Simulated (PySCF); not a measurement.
**From computed data to an observable: chemical shift, span and skew from a shielding tensor**

C₅H₅FO, SMILES O=C[C@]1(F)C=CC1. Atoms are numbered in the order given.

```xyz
12

O     -1.3106     0.0235     1.6910
C     -1.3499    -0.1068     0.4958
C     -0.1420     0.0234    -0.4246
F     -0.6204     0.2599    -1.6983
C      0.8705    -1.0921    -0.2646
C      1.7773    -0.2757     0.3037
C      0.9715     0.9875     0.0934
H     -2.2961    -0.3506    -0.0618
H      0.8060    -2.1667    -0.4562
H      2.7417    -0.4518     0.7903
H      0.7206     1.5876     0.9833
H      1.3315     1.6369    -0.7204
```

Geometry: r2SCAN-D4/def2-SVP. The structure was generated by enumeration; whether it is a known compound was not checked. Other conformers were not sampled.

GIAO shieldings from PySCF with KT2/pcSseg-1, non-relativistic, no solvent. The symmetric part of the tensor of C3 has the principal values 61.4, 74.9, 111.1 ppm. The same nucleus in TMS has σ = 185.1 ppm at this level (PySCF, at its B3LYP-D3(BJ)/def2-TZVP geometry).

Q: Work out the isotropic shielding, the ¹³C shift against TMS, the span and the skew.

A: 
σ(iso) = (σ11 + σ22 + σ33)/3 = 82.5 ppm. δ = σ(ref) − σ(iso) = 185.1 − (82.5) = 102.6 ppm.
Span Ω = σ33 − σ11 = 49.7 ppm. Skew κ = 3(σ(iso) − σ22)/Ω = 0.46. Tumbling in solution averages the tensor to δ; in a static solid the shielding alone would spread this spin-1/2 line over Ω.
